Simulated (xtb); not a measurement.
F2Hg, SMILES [F][Hg][F]. All values are semi-empirical tight-binding results from xtb (GFN2-xTB unless named), good for trends rather than for accurate numbers. Geometry: GFN2-xTB.

For metal compounds this method's bond lengths and energies can be far off.

Computed properties:
```
Quantity                                       Result
-------------------------------------  --------------
point group as xtb finds it                       C2v
orbital gap                                   3.56 eV
zero-point energy                        1.2 kcal/mol
G − E(el) at 298.15 K (modified RRHO)  -16.8 kcal/mol
```
